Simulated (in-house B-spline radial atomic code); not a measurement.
## PBE0 excitations of Ga IV (Ga3+)

Method: PBE0. Computed with an all-electron radial atomic-structure program (B-spline basis): linear response of the closed shell [Ar] 3d10 with the functional's adiabatic kernel; non-relativistic, point nucleus, no spin-orbit coupling, no double excitations, S, P, D and F terms only. Only terms of natural parity with L up to 3 were computed.

Without relativity these are model numbers for so heavy an element.

Command:
```bash
python run_td.py task.json out
```
Settings (radii: box in bohr, nucleus in fm):
```
Z                        31
electrons                28
configuration            [Ar] 3d10
hamiltonian              nr
method                   pbe0
box_radius               23.08
intervals                55
```

Cost of the run: 0.9 s on 1 thread of Intel(R) Xeon(R) Platinum 8488C (Sapphire Rapids), with other jobs on the host.

The lowest states, in the order of their Tamm-Dancoff energies; the method's threshold (minus the highest occupied level) is 56.29 eV. Labels give the largest channel, * marks a mixed state, and oscillator strengths are full-response dipole values. Semilocal kernels can invert the small singlet-triplet splittings of Rydberg terms. Energies in eV:

| state | full response | Tamm-Dancoff | oscillator strength |
| --- | --- | --- | --- |
| 3d → 4s 3D | 17.849 | 17.872 | - |
| 3d → 4s 1D | 18.481 | 18.489 | - |
| 3d → 4p 3P | 26.672 | 26.699 | - |
| 3d → 4p 3F | ? | ? | - |
| 3d → 4p 1F | 27.268 | 27.270 | - |
| 3d → 4p 1P | 28.091 | 28.162 | 0.511 |
| 3d → 4d 3S | 38.63 | 38.66 | - |
| 3d → 4d 3D | 39.27 | 39.28 | - |
| 3d → 4d 1D | 39.64 | 39.64 | - |
| 3d → 5s 3D | ? | ? | - |
| 3d → 5s 1D | 40.36 | 40.37 | - |
| 3d → 4d 1S | 41.76 | 42.08 | - |
| 3d → 5p 3P | 43.01 | 43.02 | - |
| 3d → 5p 3F | 43.08 | 43.08 | - |
| 3d → 5p 1F | 43.17 | 43.18 | - |
| 3d → 5p 1P | 43.35 | 43.37 | 0.0519 |

Q: Where does 3d → 5s 3D lie?

A: At 40.22 eV in full response, 40.22 eV in Tamm-Dancoff.

Q: Where does 3d → 4p 3F lie?

A: At 26.900 eV in full response, 26.918 eV in Tamm-Dancoff.

Q: How large is the singlet-triplet splitting of 3d → 4s (D terms) in Tamm-Dancoff?

A: 0.618 eV, from the unrounded values.

Q: What polarisabilities and dispersion coefficient does the method give?

A: Dipole 1.367 bohr³, quadrupole 2.75 bohr⁵, C6 3.032 hartree·bohr⁶ for two such species.
